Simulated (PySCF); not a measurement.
2-methylbut-1-ene (C5H10), SMILES C(CC)(C)=C. Coordinates come from a PBE-D3(BJ)/def2-SVP optimisation. Other conformers were not sampled.

Computed equilibrium geometry at PBE-D3(BJ)/def2-SVP (PySCF confirms it by a frequency run) as bond lengths and angles (one conformer of several):
Atoms: C1 C2 C3 C4 C5 H6 H7 H8 H9 H10 H11 H12 H13 H14 H15. Bonds (Å): C1–C2 1.349, C1–H6 1.102, C1–H7 1.102, C2–C3 1.508, C2–C4 1.515, C3–H8 1.112, C3–H9 1.111, C3–H10 1.107, C4–C5 1.536, C4–H11 1.114, C4–H12 1.110, C5–H13 1.109, C5–H14 1.109, C5–H15 1.109. Bond angles (°): C2–C1–H6 121.5, C2–C1–H7 121.3, H6–C1–H7 117.2, C1–C2–C3 121.9, C1–C2–C4 121.5, C3–C2–C4 116.6, C2–C3–H8 110.9, C2–C3–H9 111.5, C2–C3–H10 111.9, H8–C3–H9 106.2, H8–C3–H10 108.3, H9–C3–H10 107.8, C2–C4–C5 114.2, C2–C4–H11 108.7, C2–C4–H12 109.1, C5–C4–H11 108.8, C5–C4–H12 109.5, H11–C4–H12 106.3, C4–C5–H13 111.0, C4–C5–H14 110.9, C4–C5–H15 112.0, H13–C5–H14 107.9, H13–C5–H15 107.3, H14–C5–H15 107.6.
Charge 0, spin multiplicity 1.
